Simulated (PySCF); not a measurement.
GaHI₂O, SMILES [OH][Ga]([I])[I].

The structure is a stationary point at B3LYP-D3(BJ)/def2-SVP. The def2 effective core potentials stand for the cores of I; spin–orbit coupling is left out. The values are those of a single conformer.

Method: C-PCM-PBE0/def2-SVP (PySCF).

The values are the electrostatic part of the solvation free energy, E(continuum) − E(gas) at the gas-phase geometry, in a cavity of scaled van der Waals radii (PySCF's table); cavitation and dispersion terms are not included. A continuum can't describe solvent molecules that bind to the metal. In vacuum the orbital gap is 5.69 eV. The dipole moment in vacuum is 1.27 D.

Estimate the values in water (ε = 78.36), tetrahydrofuran (ε = 7.43), acetonitrile (ε = 35.69). (The exact figures need the calculation; the answer reports its results.)


```tsv
solvent	ε	ΔG(elec) (kcal/mol)	dipole (D)	gap (eV)
water	78.36	-6.3	1.74	5.85
tetrahydrofuran	7.43	-5.5	1.67	5.83
acetonitrile	35.69	-6.2	1.73	5.85
```
